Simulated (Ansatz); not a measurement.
Mulliken charges of C2H5BO, SMILES `B1CCO1` from B3LYP/def2-TZVPP in Ansatz (PBE0-D4/def2-TZVP geometry).

| atom | x (Å) | y (Å) | z (Å) | charge (e) |
| --- | --- | --- | --- | --- |
| B1 | -0.403 | 0.302 | -1.082 | 0.156 |
| C2 | 0.506 | 0.617 | 0.171 | -0.291 |
| C3 | -0.099 | -0.720 | 0.618 | 0.042 |
| O4 | -0.885 | -0.879 | -0.596 | -0.294 |
| H5 | -0.697 | 0.773 | -2.139 | 0.018 |
| H6 | 0.236 | 1.479 | 0.782 | 0.096 |
| H7 | 1.586 | 0.614 | 0.021 | 0.096 |
| H8 | -0.758 | -0.681 | 1.487 | 0.088 |
| H9 | 0.601 | -1.552 | 0.721 | 0.088 |

Question: By hand: the dipole of these point charges (1 e Å = 4.8032 D).

Answer: Σ q r = (0.194, 0.114, 0.216) e Å, of length 0.312 e Å = 1.50 D.

Question: How does the dipole of the full density compare? (Estimate.)

Answer: Ansatz gave: (0.222, 0.114, 0.263) e Å, 1.74 D; the point charges give 0.86 times that, at 4° from its direction.

Point charges leave out the atoms' own dipoles, such as those of lone pairs, and Mulliken's split depends on the basis, so the close match here is no proof of good charges.

B3LYP here is the variant with VWN-RPA as its local correlation; programs differ in this.
